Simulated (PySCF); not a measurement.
C2H5ClSi2, SMILES ClC1=C[SiH2][SiH2]1.

Coordinates come from a r2SCAN-D4/def2-SVP optimisation. This is a generated structure with no PubChem entry under its InChIKey; it may be hypothetical.

Two levels are set side by side: TDDFT-PBE/def2-SVPD (PySCF) and TDDFT-PBE0/def2-SVPD (PySCF). Vertical, same geometry. The lowest singlet is HOMO−1→LUMO 99 % with PBE and HOMO−1→LUMO 99 % with the other functional; states are paired by order. Differences are taken from unrounded values.

| quantity | TDDFT-PBE0 |
|---|---|
| lowest singlet excitation (eV) | 5.39 |
| lowest triplet excitation (TDA) (eV) | 3.89 |
| first bright state (f over 0.05) (eV) | 5.90 |
| its oscillator strength | 0.07 |

### Question
What does TDDFT-PBE give, and how far is it from TDDFT-PBE0? (The exact figures need the calculation; the answer reports its results.)

### Answer

```tsv
quantity	TDDFT-PBE	TDDFT-PBE minus TDDFT-PBE0
lowest singlet excitation (eV)	4.82	-0.57
lowest triplet excitation (TDA) (eV)	3.91	0.02
first bright state (f over 0.05) (eV)	5.48	-0.42
its oscillator strength	0.05	-0.01
```

Functionals without exact exchange tend to place singlet excitations lower, as here. Differences between two approximate levels are no errors against the true value.

Rough cost on one machine, each run with all the roots and properties that it gave: TDDFT-PBE0 against TDDFT-PBE about 4 times.
